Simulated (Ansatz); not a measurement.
Conformers of C4H12Si (SMILES CC[SiH2]CC), B3LYP-D3(BJ)/def2-TZVP minima from an xTB search, which can miss the lowest.
Conformer 1 (charge 0, multiplicity 1):
```json
[
 {"atom": "C", "x (Å)": "2.0036", "y (Å)": "0.2807", "z (Å)": "0.7302"},
 {"atom": "C", "x (Å)": "1.3799", "y (Å)": "-0.7209", "z (Å)": "-0.2498"},
 {"atom": "Si", "x (Å)": "-0.0010", "y (Å)": "0.0069", "z (Å)": "-1.3037"},
 {"atom": "C", "x (Å)": "-1.3782", "y (Å)": "0.7243", "z (Å)": "-0.2378"},
 {"atom": "C", "x (Å)": "-2.0040", "y (Å)": "-0.2891", "z (Å)": "0.7287"},
 {"atom": "H", "x (Å)": "2.8139", "y (Å)": "-0.1709", "z (Å)": "1.3064"},
 {"atom": "H", "x (Å)": "1.2655", "y (Å)": "0.6543", "z (Å)": "1.4432"},
 {"atom": "H", "x (Å)": "2.4158", "y (Å)": "1.1460", "z (Å)": "0.2061"},
 {"atom": "H", "x (Å)": "2.1473", "y (Å)": "-1.1195", "z (Å)": "-0.9203"},
 {"atom": "H", "x (Å)": "0.9837", "y (Å)": "-1.5834", "z (Å)": "0.2950"},
 {"atom": "H", "x (Å)": "0.5564", "y (Å)": "1.0775", "z (Å)": "-2.1733"},
 {"atom": "H", "x (Å)": "-0.5614", "y (Å)": "-1.0547", "z (Å)": "-2.1823"},
 {"atom": "H", "x (Å)": "-2.1452", "y (Å)": "1.1351", "z (Å)": "-0.9014"},
 {"atom": "H", "x (Å)": "-0.9781", "y (Å)": "1.5775", "z (Å)": "0.3187"},
 {"atom": "H", "x (Å)": "-2.4222", "y (Å)": "-1.1440", "z (Å)": "0.1925"},
 {"atom": "H", "x (Å)": "-2.8102", "y (Å)": "0.1578", "z (Å)": "1.3142"},
 {"atom": "H", "x (Å)": "-1.2658", "y (Å)": "-0.6775", "z (Å)": "1.4336"}
]
```
Conformer 2 (charge 0, multiplicity 1):
```xyz
17

C     -2.345     0.685     0.087
C     -1.722    -0.712    -0.031
Si     0.060    -0.810     0.571
C      1.197     0.335    -0.400
C      2.663     0.275     0.045
H     -2.330     1.040     1.120
H     -1.805     1.416    -0.518
H     -3.385     0.690    -0.247
H     -2.313    -1.436     0.537
H     -1.753    -1.051    -1.072
H      0.114    -0.439     2.011
H      0.554    -2.207     0.448
H      0.820     1.358    -0.307
H      1.115     0.080    -1.462
H      3.290     0.952    -0.540
H      3.071    -0.732    -0.067
H      2.770     0.554     1.096
```

Cores are frozen in the correlated methods. MP2 and its Hartree–Fock in cc-pV(Q+d)Z are density fitted.

Codes used: Ansatz (a program for electronic structure) with Gaussian orbitals. 

The energy of conformer 2 above conformer 1 is E(conformer 2) − E(conformer 1). Total energies (hartree):

```tsv
level	conformer 2	conformer 1
HF/cc-pV(T+d)Z	-447.4734726	-447.4730614
MP2/cc-pV(T+d)Z	-448.3168300	-448.3172948
HF/cc-pV(Q+d)Z	-447.4869245	-447.4864985
MP2/cc-pV(Q+d)Z	-448.3827567	-448.3832055
CCSD(T)/cc-pV(T+d)Z	-448.4196601	-448.4199980
```

Task: Work out the energy of conformer 2 above conformer 1 at the basis-set limit: extrapolate the MP2 correlation part as X⁻³, take Hartree–Fock from the larger set, and add the CCSD(T) − MP2 difference of cc-pV(T+d)Z.

Result: 
1. Differences (1 hartree = 627.509 kcal/mol): HF/cc-pV(T+d)Z -0.258; MP2/cc-pV(T+d)Z 0.292; HF/cc-pV(Q+d)Z -0.267; MP2/cc-pV(Q+d)Z 0.282; CCSD(T)/cc-pV(T+d)Z 0.212.
2. Correlation parts, MP2 less HF: 0.550 in cc-pV(T+d)Z (X = 3), 0.549 in cc-pV(Q+d)Z (X = 4).
3. Limit (4³·(0.549) − 3³·(0.550))/(4³ − 3³) = 0.548; with HF/cc-pV(Q+d)Z it gives 0.281.
4. CCSD(T) less MP2 in cc-pV(T+d)Z: -0.080.
Result: 0.20 kcal/mol, against 0.29 at MP2/cc-pV(T+d)Z. It is an estimate of this method's limit, not of the exact value.
